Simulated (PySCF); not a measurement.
## What settings do to a single point of [Eu(NH3)2]3+

The sound run of [Eu(NH3)2]3+ (singlet in the valence; each metal's 4f electrons, 6 of them, lie in its core potential, out of spins and levels) uses PySCF 2.14.0, RKS PBE, Eu lcecp-1-SVP with ECP52, N def2-SVP, H def2-SVP; non-relativistic Hamiltonian with scalar-relativistic core potentials where named; density fitting; no spin-orbit coupling, grid (50, 194), threshold 1e-8 Eh and 55 cycles, at the relaxed geometry:

```xyz
9

Eu   -0.6338   -0.9827    0.0001
N     0.1044    0.1612    1.9860
H     1.0019    0.7020    1.9148
H    -0.5613    0.8734    2.3794
H     0.2782   -0.4638    2.8133
N     0.1022    0.1621   -1.9862
H     1.0658   -0.0819   -2.3282
H    -0.4891   -0.0126   -2.8377
H     0.1347    1.2107   -1.9415
```

There Eu1 has a Mulliken charge of 2.03 e and the dipole about the centre of mass is 3.80 D. Each run below changes one thing and starts from free metal ions and neutral atoms unless it says otherwise; with 55 cycles, smearing, a level shift and second-order steps follow where DIIS fails, and their cycles count. Energy shifts count from the sound run. On f atoms grids over 110 angular points are at least (60, 302).

| change | outcome | cycles | energy shift (eV) | largest force component (eV/Å) | charge on Eu1 (e) | dipole about the centre of mass (D) |
| --- | --- | --- | --- | --- | --- | --- |
| start from the bare core Hamiltonian, limit 73 cycles | converged | 12 | 0.0000 | 0.01 | 2.03 | 3.80 |

**Question.** One further run converged with energy shift (eV) 1.93, largest force component (eV/Å) 3.29, charge on Eu1 (e) 2.05, dipole about the centre of mass (D) 4.09. Which change was it?
A. threshold 0.001
B. cycle limit 3
C. all coordinates × 1.12

**Answer.** C.

**Question.** And the other changes listed?

**Answer.** 
```tsv
change	outcome	cycles	energy shift (eV)	largest force component (eV/Å)	charge on Eu1 (e)	dipole about the centre of mass (D)
cycle limit 3	not converged	3	–	–	–	–
threshold 0.001	converged	6	0.0016	0.06	2.03	3.74
```

Forces carry noise of the integration grid, about 0.01 to 0.03 eV/Å.

No frequency check is given that shows the relaxed geometry to be a minimum, and it was reached by following one of several unstable modes of a saddle point. An lcecp potential fixes the number of 4f electrons, so in runs with it no electron can move into or out of that shell.
